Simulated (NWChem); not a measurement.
# C$_{2}$H$_{4}$F$_{2}$OSi; SMILES C(/O[SiH2]F)=C/F

```xyz
10

F      0.5084    -2.8283    -0.1416
C     -0.6220    -2.1726     0.1557
C     -0.7480    -0.8376     0.0392
O      0.2577    -0.0404    -0.4320
Si     0.5749     1.5256     0.0743
F     -0.7335     2.4596    -0.2256
H     -1.4491    -2.8157     0.4951
H     -1.7128    -0.3647     0.2923
H      1.7213     1.9816    -0.7602
H      0.8078     1.5713     1.5522
```
Atoms are numbered in this order, from 1.

All runs: NWChem. Pople sets run with spherical d functions. Coordinates come from a PBE-D3(BJ)/def2-SVP optimisation. Level: PBE0/6-31G* with SMD (1 M gas to 1 M solution), gas-phase geometry. Reactions with the solvent are ignored.

Task: Estimate the computed values for solvent anisole. Quantities: solvation free energy (kcal/mol); cavity-dispersion-structure term (kcal/mol); dipole in solution (D).

Result: solvation free energy (kcal/mol): -2.4
cavity-dispersion-structure term (kcal/mol): 1.0
dipole in solution (D): 1.64
